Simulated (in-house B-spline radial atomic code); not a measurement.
Values are calculated unless marked as measured or tabulated.
# Weak and strong correlation along the adiabatic connection

Two-electron singlets in several external potentials (atomic units), by full CI in B-splines with partial waves to l = 8 (correlation energies up to 0.6 % small). The repulsion is scaled by λ at fixed density; W(λ) is the mean repulsion less the Hartree energy, W(0) = E_x, and the area under W from 0 to 1 is E_xc.

Relative drop (W(λ) − E_x)/E_x:

```csv
system,λ = 0.12,λ = 0.25,λ = 0.4,λ = 0.6,λ = 0.8,λ = 1
"−Z/r, Z = 18",0.0010,0.0021,0.0033,0.0050,0.0066,0.0083
"−Z exp(−kr)/r, Z = 1.8, k = 0.463",0.0151,0.0302,0.0463,0.0658,0.0833,0.0991
"−Z/r, Z = 1.24, wall at 0.745 bohr",0.0049,0.0101,0.0160,0.0235,0.0308,0.0377
"−V exp(−r²/w²), V = 2.38, w = 2.58",0.0190,0.0378,0.0572,0.0800,0.0998,0.1171
"−V exp(−r²/w²), V = 2.09, w = 9.0",0.0349,0.0664,0.0965,0.1287,0.1541,0.1747
"ω²r²/2 − Z/r, ω = 0.449, Z = 2",0.0099,0.0201,0.0312,0.0450,0.0579,0.0698
"ω²r²/2 − Z/r, ω = 0.0444, Z = 1",0.0291,0.0565,0.0837,0.1141,0.1393,0.1603
```

(1) Order the systems by how far second-order (GL2) theory, half the initial slope (estimated from the first points of each curve), overshoots the correlation energy, least first.
A. −V exp(−r²/w²), V = 2.09, w = 9.0
B. ω²r²/2 − Z/r, ω = 0.0444, Z = 1
C. −V exp(−r²/w²), V = 2.38, w = 2.58
D. −Z/r, Z = 18
E. −Z exp(−kr)/r, Z = 1.8, k = 0.463
F. −Z/r, Z = 1.24, wall at 0.745 bohr
G. ω²r²/2 − Z/r, ω = 0.449, Z = 2

(2) What else changes along this order?

## Answers

(1) D (GL2/E_c = 1.01), F (GL2/E_c = 1.07), G (GL2/E_c = 1.14), E (GL2/E_c = 1.20), C (GL2/E_c = 1.27), B (GL2/E_c = 1.39), A (GL2/E_c = 1.51).

(2) The ratio follows the bend of the curve. With it the leading natural occupation goes from 2.000 to 1.897 and −T_c/E_c from 0.99 to 0.66 between the first and the last.
